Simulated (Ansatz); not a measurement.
Breaking a bond: NH (cation, charge +1), lowest doublet found (which spin is the ground state isn't settled by this scan).

- UKS-PBE = unrestricted PBE/aug-cc-pVTZ in Ansatz (a first-principles code)
- UKS-CAM-B3LYP = unrestricted CAM-B3LYP/aug-cc-pVTZ run with Ansatz
- FCI = full CI/aug-cc-pVTZ, frozen core in Ansatz

Energies relative to the lowest point of each curve between 0.85 and 1.28 Å, where full CI is lowest, in kJ/mol; the last columns give the error against full CI:

| R / Å | UKS-PBE | UKS-CAM-B3LYP | FCI | UKS-PBE − FCI | UKS-CAM-B3LYP − FCI |
|---|---|---|---|---|---|
| 0.74 | 394.7 | 381.3 | 375.9 | 18.8 | 5.4 |
| 0.79 | 253.5 | 242.0 | 236.6 | 16.9 | 5.4 |
| 0.85 | 139.5 | 130.1 | 125.4 | 14.1 | 4.8 |
| 0.89 | 88.2 | 80.3 | 76.2 | 12.0 | 4.1 |
| 0.93 | 51.7 | 45.3 | 42.0 | 9.7 | 3.3 |
| 0.97 | 26.9 | 22.0 | 19.6 | 7.3 | 2.4 |
| 1.00 | 14.5 | 10.7 | 9.0 | 5.5 | 1.7 |
| 1.02 | 8.6 | 5.5 | 4.4 | 4.2 | 1.2 |
| 1.06 | 1.7 | 0.1 | 0.0 | 1.7 | 0.1 |
| 1.10 | 0.0 | 0.0 | 0.9 | -0.9 | -0.9 |
| 1.15 | 3.5 | 5.5 | 7.8 | -4.3 | -2.3 |
| 1.20 | 11.5 | 15.5 | 19.2 | -7.7 | -3.7 |
| 1.28 | 30.5 | 37.8 | 43.8 | -13.3 | -6.0 |
| 1.37 | 56.9 | 67.8 | 76.6 | -19.7 | -8.7 |
| 1.49 | 94.6 | 110.4 | 122.9 | -28.2 | -12.4 |
| 1.62 | 134.1 | 154.8 | 171.6 | -37.5 | -16.9 |
| 1.82 | 185.9 | 211.1 | 238.4 | -52.6 | -27.3 |
| 2.03 | 221.2 | 250.1 | 295.5 | -74.4 | -45.5 |
| 2.26 | 240.1 | 276.9 | 343.5 | -103.3 | -66.6 |
| 2.55 | 255.7 | 302.6 | 385.1 | -129.4 | -82.4 |
| 2.94 | 265.8 | 325.9 | 416.0 | -150.2 | -90.1 |
| 3.46 | 267.2 | 341.9 | 431.6 | -164.5 | -89.7 |

UKS-PBE is furthest from FCI at 3.46 (-164.5 kJ/mol, below); its mean absolute error over the points is 39.8 kJ/mol.

UKS-CAM-B3LYP is furthest from FCI at 2.94 (-90.1 kJ/mol, below); its mean absolute error over the points is 21.9 kJ/mol.

The unrestricted determinant behind UKS-PBE, UKS-CAM-B3LYP is spin-contaminated at 0.74 to 3.46 Å (<S²> up to 1.8, against 0.75 for a pure doublet).
